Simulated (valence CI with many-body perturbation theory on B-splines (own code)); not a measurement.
# Hg XLIX: E2, M1 decay

Calculated by configuration interaction combined with many-body perturbation theory (CI+MBPT): four valence electrons over a frozen Dirac-Fock core [Ar] 3d10, radial functions for each j: 11 s, 11 p, 9 d, 7 f, 5 g, 2 h, 1 i, with the one-electron correlation potential Σ1, the two-electron term Σ2, the three-electron term Σ3, Breit, model QED; selected CI, second order for the rest (own B-spline code, finite nucleus).

The last digits are not significant, and no measured levels were compared; by estimate large intervals hold to a few tenths of a per cent, small ones and those within an open d or f shell to about a per cent.

Lines 1 to 13 of 13 in falling wavelength, among levels below 47.657 Ry, chosen from the decays that carry over 1 % of a level's rate. Wavelengths and rates use the calculated energies. Electric multipoles are in the length gauge, E1 and E2 with the static RPA response of the core. Weak lines are less certain than strong ones. Lines between different terms over intervals too small for the method are left out, as are lines whose strength nearly cancels.

Levels are named by their leading jj configuration (3d3/2^4 stands for four electrons in 3d with j = 3/2), which in mixed levels can hold well under half, so a name can repeat and another be missing.

| λ vac (Å) | Upper | Lower | Type | A (s⁻¹) | Branch % |
| --- | --- | --- | --- | --- | --- |
| 132.9 | (4s^2 4p3/2 4d5/2) J=4 | (4s 4p1/2 4p3/2^2) J=3 | M1 | 3.77e+05 | 2.2 |
| 90.42 | (4s^2 4p3/2 4d5/2) J=4 | (4s^2 4p1/2 4d5/2) J=3 | M1 | 1.37e+07 | 79.0 |
| 90.42 | (4s^2 4p3/2 4d5/2) J=4 | (4s^2 4p1/2 4d5/2) J=3 | E2 | 2.83e+05 | 1.6 |
| 89.56 | (4s^2 4p3/2 4d5/2) J=4 | (4s^2 4p1/2 4d5/2) J=2 | E2 | 4.49e+05 | 2.6 |
| 87.85 | (4s^2 4p1/2 4p3/2) J=1 | (4s^2 4p1/2^2) J=0 | M1 | 1.79e+07 | 100.0 |
| 85.63 | (4s^2 4p3/2^2) J=2 | (4s^2 4p1/2 4p3/2) J=2 | M1 | 1.43e+07 | 38.3 |
| 85.63 | (4s^2 4p3/2^2) J=2 | (4s^2 4p1/2 4p3/2) J=2 | E2 | 1.43e+06 | 3.8 |
| 84.96 | (4s^2 4p1/2 4p3/2) J=2 | (4s^2 4p1/2^2) J=0 | E2 | 7.85e+05 | 100.0 |
| 82.88 | (4s^2 4p3/2^2) J=2 | (4s^2 4p1/2 4p3/2) J=1 | M1 | 1.48e+07 | 39.4 |
| 82.88 | (4s^2 4p3/2^2) J=2 | (4s^2 4p1/2 4p3/2) J=1 | E2 | 6.74e+05 | 1.8 |
| 79.92 | (4s^2 4p3/2^2) J=0 | (4s^2 4p1/2 4p3/2) J=2 | E2 | 2.73e+06 | 6.3 |
| 77.53 | (4s^2 4p3/2^2) J=0 | (4s^2 4p1/2 4p3/2) J=1 | M1 | 3.43e+07 | 78.9 |
| 51.42 | (4s^2 4p3/2 4d5/2) J=4 | (4s 4p1/2^2 4p3/2) J=2 | E2 | 2.16e+05 | 1.2 |
